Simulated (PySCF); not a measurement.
A TDDFT job was run through a driver script with this input:

```
{"job": {"kind": "uv", "xc": "wB97X-D", "basis": "def2-SVPD", "nstates": 8, "ntriplets": 3}, "charge": 0, "multiplicity": 1}
O      1.977105    -0.674986    -1.398639
C      1.782256    -0.228747    -0.304287
O      2.371231    -0.686081     0.795722
Ge     0.506896     1.230843     0.192781
O     -1.020933     0.456926     0.476496
Si    -2.186495    -0.499390    -0.147285
H      2.964411    -1.437628     0.608953
H      0.285291     2.230887    -0.918004
H      0.811826     1.842613     1.534630
H     -1.580689    -1.688708    -0.750459
H     -2.982385    -0.810374     1.036420
H     -2.927316     0.263960    -1.152355
```

Method: PySCF 2.14.0, density-fitted response routines, TDDFT wB97X-D/def2-SVPD, vertical, gas phase, core orbitals frozen in the response. Job line and output are in the format of a driver script around the code.

Task: What does the script print for it, SCF cycles aside?

Result: 
```
converged SCF energy = -2633.3725382421

Static polarisability (au): isotropic 76.673, principal 71.087 75.444 83.487

Singlet excitations
state   eV       nm        f      main configurations
  1   5.0338    246.3   0.00424   H->L 0.81
  2   6.7182    184.5   0.00100   H-1->L 0.83
  3   7.0180    176.7   0.00047   H-2->L 0.47, H->L+2 0.16, H->L 0.12
  4   7.4304    166.9   0.14875   H->L+1 0.76
  5   7.7639    159.7   0.00518   H->L+2 0.25, H-1->L+2 0.20, H-5->L 0.11
  6   7.8711    157.5   0.00529   H-1->L+2 0.23, H-4->L 0.20, H->L+2 0.14
  7   7.9406    156.1   0.01104   H->L+5 0.18, H-2->L+2 0.13, H->L+6 0.11
  8   8.0247    154.5   0.02789   H-3->L 0.28, H-2->L+2 0.14, H-5->L 0.12

Triplet excitations (Tamm-Dancoff, eV): 4.4387 5.9429 6.4805
```

The structure is a single GFN2-xTB conformer in the gas phase; no vibrational or solvent corrections. The wB97X-D/def2-SVPD calculation is non-relativistic and has no spin–orbit coupling, an omission that weighs most on germanium.

H and L stand for HOMO and LUMO.

On one thread, Arm Neoverse N1 (aarch64), on a shared host, this took 76 s and 0.82 GiB of memory at its peak.

Shape of the structure used: `[O:1]=[C:2]([OH:3])[GeH2:4][O:5][SiH3:6]`: O1–C2–Ge4–O5 87°, C2–Ge4–O5–Si6 -57°, H–O3–C2–O1 -1°.

Note: wB97X-D ran without an empirical dispersion term, which enters the total energy and its gradient alone.
